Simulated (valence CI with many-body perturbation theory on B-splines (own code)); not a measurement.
Energy levels of W⁴³⁺

Level of theory: relativistic CI+MBPT: three valence electrons over a frozen Dirac-Fock core [Ar] 3d10, a basis of 11 s, 11 p, 9 d, 7 f, 5 g, 2 h, 1 i functions for each j, with the one-electron correlation potential Σ1 (screened to all orders), the two-electron term Σ2, the three-electron term Σ3, Breit, model QED; selected single and double excitations, second order for the rest (own B-spline code, finite nucleus).

No measured spectrum was set against this ion. As an estimate, large intervals hold to a few tenths of a per cent, small ones and those within an open d or f shell to about a per cent.

Levels 1 to 45 of 67, with energies above the lowest level, (4s^2 4p1/2) J=1/2. "Leading %" is the weight of the configuration and term that name the level; weights of strongly mixed levels are sums over their largest components and can fall short. In the jj column 3d3/2^4 stands for four electrons in 3d with j = 3/2. Lifetimes count E1, E2, E3, M1 and M2 decay at the calculated energies, and are blank where another channel may lead or the interval is too uncertain; long ones can be off by a factor of two.

| No. | Configuration | Term | J | E (Ry) | Leading % | g | Lifetime | Leading jj |
| --- | --- | --- | --- | --- | --- | --- | --- | --- |
| 1 | 4s2.4p | 2P° | 1/2 | 0.000 | 100 | 0.659 |  | 4s^2 4p1/2 (100 %) |
| 2 | 4s.4p2 | 4P | 1/2 | 7.112 | 57 | 2.192 | 33.8 ps | 4s 4p1/2^2 (98 %) |
| 3 | 4s2.4p | 2P° | 3/2 | 7.217 | 99 | 1.329 | 217 ns | 4s^2 4p3/2 (99 %) |
| 4 | 4s.4p2 | 4P | 3/2 | 13.364 | 91 | 1.657 | 196 ps | 4s 4p1/2 4p3/2 (99 %) |
| 5 | 4s.4p2 | 2D | 5/2 | 13.979 | 58 | 1.359 | 72.6 ps | 4s 4p1/2 4p3/2 (98 %) |
| 6 | 4s.4p2 | 2D | 3/2 | 14.851 | 64 | 0.977 | 2.66 ps | 4s 4p1/2 4p3/2 (95 %) |
| 7 | 4s.4p2 | 2P | 1/2 | 15.037 | 70 | 1.234 | 1.39 ps | 4s 4p1/2 4p3/2 (97 %) |
| 8 | 4s2.4d | 2D | 3/2 | 19.026 | 93 | 0.821 | 830 fs | 4s^2 4d3/2 (93 %) |
| 9 | 4s2.4d | 2D | 5/2 | 20.114 | 65 | 1.295 | 11.1 ps | 4s^2 4d5/2 (65 %) |
| 10 | 4s.4p2 | 4P | 5/2 | 21.392 | 34 | 1.332 | 1.97 ps | 4s 4p3/2^2 (65 %) |
| 11 | 4p3 | 2P° | 3/2 | 21.988 | 45 | 1.325 | 2.93 ps | 4p1/2^2 4p3/2 (94 %) |
| 12 | 4s.4p2 | 2S | 1/2 | 22.251 | 69 | 1.896 | 2.02 ps | 4s 4p3/2^2 (98 %) |
| 13 | 4s.4p2 | 2P | 3/2 | 22.521 | 62 | 1.193 | 956 fs | 4s 4p3/2^2 (96 %) |
| 14 | 4s.4p.4d | 4F° | 3/2 | 24.632 | 80 | 0.499 | 18.1 ps | 4s 4p1/2 4d3/2 (98 %) |
| 15 | 4s.4p.4d | 4F° | 5/2 | 25.143 | 49 | 1.041 | 29.4 ps | 4s 4p1/2 4d3/2 (94 %) |
| 16 | 4s.4p.4d | 4D° | 1/2 | 26.108 | 61 | 0.391 | 783 fs | 4s 4p1/2 4d3/2 (98 %) |
| 17 | 4s.4p.4d | 4D° | 3/2 | 26.184 | 38 | 1.304 | 780 fs | 4s 4p1/2 4d3/2 (89 %) |
| 18 | 4s.4p.4d | 4P° | 5/2 | 26.740 | 37 | 1.348 | 3.08 ps | 4s 4p1/2 4d5/2 (97 %) |
| 19 | 4s.4p.4d | 4F° | 7/2 | 27.121 | 49 | 1.249 | 4.17 ps | 4s 4p1/2 4d5/2 (96 %) |
| 20 | 4s.4p.4d | 2D° | 3/2 | 27.488 | 34 | 1.197 | 2.55 ps | 4s 4p1/2 4d5/2 (71 %) |
| 21 | 4s.4p.4d | 2F° | 5/2 | 27.490 | 38 | 1.092 | 3.72 ps | 4s 4p1/2 4d5/2 (87 %) |
| 22 | 4p3 | 2D° | 5/2 | 29.242 | 80 | 1.132 | 1.45 ps | 4p1/2 4p3/2^2 (80 %) |
| 23 | 4p3 | 2D° | 3/2 | 29.299 | 40 | 1.316 | 895 fs | 4p1/2 4p3/2^2 (76 %) |
| 24 | 4p3 | 2P° | 1/2 | 29.623 | 94 | 0.660 | 1.45 ps | 4p1/2 4p3/2^2 (94 %) |
| 25 | 4s2.4f | 2F° | 5/2 | 32.330 | 46 | 0.987 | 1.81 ps | 4s 4p3/2 4d3/2 (53 %) |
| 26 | 4s.4p.4d | 4D° | 3/2 | 32.470 | 43 | 1.330 | 1.02 ps | 4s 4p3/2 4d3/2 (98 %) |
| 27 | 4s.4p.4d | 4P° | 1/2 | 32.473 | 86 | 2.312 | 1.12 ps | 4s 4p3/2 4d3/2 (99 %) |
| 28 | 4s.4p.4d | 4F° | 7/2 | 32.517 | 37 | 1.221 | 1.45 ps | 4s 4p3/2 4d3/2 (67 %) |
| 29 | 4s.4p.4d | 4D° | 5/2 | 32.557 | 37 | 1.141 | 1.23 ps | 4s 4p3/2 4d3/2 (62 %) |
| 30 | 4p2.4d | 2D | 3/2 | 32.997 | 38 | 0.770 | 6.99 ps | 4p1/2^2 4d3/2 (98 %) |
| 31 | 4s2.4f | 2F° | 7/2 | 33.197 | 62 | 1.221 | 2.95 ps | 4s^2 4f7/2 (62 %) |
| 32 | 4s.4p.4d | 4F° | 9/2 | 33.212 | 100 | 1.329 | 248 ns | 4s 4p3/2 4d5/2 (100 %) |
| 33 | 4s.4p.4d | 2D° | 3/2 | 33.474 | 64 | 0.988 | 790 fs | 4s 4p3/2 4d3/2 (72 %) |
| 34 | 4s.4p.4d | 2D° | 5/2 | 34.063 | 46 | 1.349 | 2.35 ps | 4s 4p3/2 4d5/2 (98 %) |
| 35 | 4s.4p.4d | 2P° | 1/2 | 34.133 | 74 | 0.587 | 589 fs | 4s 4p3/2 4d3/2 (92 %) |
| 36 | 4s.4p.4d | 2P° | 3/2 | 34.315 | 38 | 1.192 | 1.91 ps | 4s 4p3/2 4d5/2 (61 %) |
| 37 | 4s.4p.4d | 2F° | 5/2 | 34.519 | 45 | 0.952 | 525 fs | 4s 4p3/2 4d3/2 (73 %) |
| 38 | 4s.4p.4d | 2F° | 7/2 | 34.580 | 81 | 1.181 | 2.02 ps | 4s 4p3/2 4d5/2 (86 %) |
| 39 | 4p2.4d | 2D | 5/2 | 34.936 | 30 | 1.192 | 3.21 ps | 4p1/2^2 4d5/2 (95 %) |
| 40 | 4s.4p.4d | 2F° | 7/2 | 35.393 | 61 | 1.201 | 892 fs | 4s 4p3/2 4d5/2 (80 %) |
| 41 | 4s.4p.4d | 2P° | 1/2 | 35.433 | 88 | 0.691 | 1.67 ps | 4s 4p3/2 4d5/2 (92 %) |
| 42 | 4s.4p.4d | 2P° | 3/2 | 35.709 | 78 | 1.305 | 1.00 ps | 4s 4p3/2 4d5/2 (97 %) |
| 43 | 4s.4p.4d | 2D° | 5/2 | 36.001 | 57 | 1.088 | 776 fs | 4s 4p3/2 4d5/2 (90 %) |
| 44 | 4p3 | 2P° | 3/2 | 37.324 | 42 | 1.234 | 593 fs | 4p3/2^3 (80 %) |
| 45 | 4s.4p.4f | 4G | 5/2 | 38.872 | 39 | 0.831 | 6.34 ps | 4s 4p1/2 4f5/2 (75 %) |

The ionisation energy to 4s2 1S_0 of the next ion comes out as 2207.6 eV (NIST: 2210 ± 1.5 eV (semi-empirical)). All 67 levels together are meant to be complete up to 43.099 Ry.
